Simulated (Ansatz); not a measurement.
Basis-set extrapolation for `CC(C)COC(=O)CCCl` (PBE0-D4/def2-TZVP geometry, frozen core, Ansatz). Multiplicity 1, RHF reference.

```json
{"": "HF", "def2-TZVPP": "-882.074060", "def2-QZVPP": "-882.105963"}
{"": "MP2 correlation", "def2-TZVPP": "-1.846185", "def2-QZVPP": "-1.978273"}
{"": "CCSD(T) correlation", "def2-TZVPP": "-2.004379", "def2-QZVPP": "not run"}
```

Energies in hartree. Use E(X) = E(∞) + A·exp(−7.88·√X) for Hartree–Fock and E(X) = E(∞) + B·X^(−2.97) for correlation, with X = 3 and 4, and add CCSD(T) minus MP2 of the smaller set to the MP2 limit.

Question: What is the CCSD(T) energy at the basis-set limit?

Answer: HF limit: -882.105963 + (-0.031903) × 0.13774 = -882.11036. MP2 limit: -1.978273 + (-0.132088) × 0.74074 = -2.07612. Higher-order term: -2.004379 − (-1.846185) = -0.15819. Total: -884.34467 hartree, 699.0 kJ/mol below CCSD(T)/def2-TZVPP.
